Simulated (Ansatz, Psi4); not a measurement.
Molecule: methylaminoboronic acid, CH6BNO2, net charge 0, singlet state. SMILES: N(B(O)O)C
Geometry: optimised at B3LYP-D3(BJ)/def2-TZVP (Ansatz, an electronic-structure program).

Property: atomisation energy, in kcal/mol. Conventions: 6-31G* and kin with 6d, 5d where marked; no dispersion term unless named; spin-orbit terms left out; 6-311+G** with 5d; UHF or UKS for open shells; atomisation electronic, to ground-state atoms; LANL2DZ all-electron up to Ne; frozen cores in correlated levels; non-relativistic. Basis-set limits of correlation are two-point, X^-3; Hartree-Fock from the larger set. First-principles rows: single points at B3LYP-D3(BJ) geometries (Ansatz).

Coupled cluster (Ansatz) is a level with limits of its own, used here on species with T1 under 0.025 (0.045 for open shells) and stable references: CCSD(T)/CBS(aug-cc-pVTZ,aug-cc-pVQZ).

Value to compare with, CCSD(T)/CBS(aug-cc-pVTZ,aug-cc-pVQZ) (Ansatz): 1072.3 kcal/mol.

```csv
level,program,atomisation energy (kcal/mol),difference
HF/6-311+G**,Ansatz,761.6,-310.7
PBE/def2-SVP,Ansatz,1101.1,28.8
B3LYP/6-31G,Ansatz,1012.9,-59.4
B3LYP/6-31G*,Ansatz,1056.5,-15.8
wB97X-D/6-31G*,Psi4,1060.7,-11.6
MP2/LANL2DZ,Ansatz,889.7,-182.6
MP2/6-311+G**,Ansatz,1027.8,-44.5
PBE/def2-TZVPD,Ansatz,1092.4,20.1
B3LYP/def2-TZVPD,Ansatz,1066.5,-5.8
wB97X-V/def2-TZVPD,Ansatz,1071.8,-0.5
```

Among the 7 habitual levels, HF/6-311+G** lies farthest from CCSD(T)/CBS(aug-cc-pVTZ,aug-cc-pVQZ) (Ansatz) (-310.7 kcal/mol) and wB97X-D/6-31G* nearest (-11.6); 1 of 7 lie above it, and their mean absolute difference is 93.3 kcal/mol, the median 44.5. One case shows no general order.

The levels are drawn from those run, B3LYP/6-31G* more often than the rest, none by its result; left out are runs that failed, that the program found above a lower state of the same kind, or whose <S^2> lies over 0.5 above the pure value.
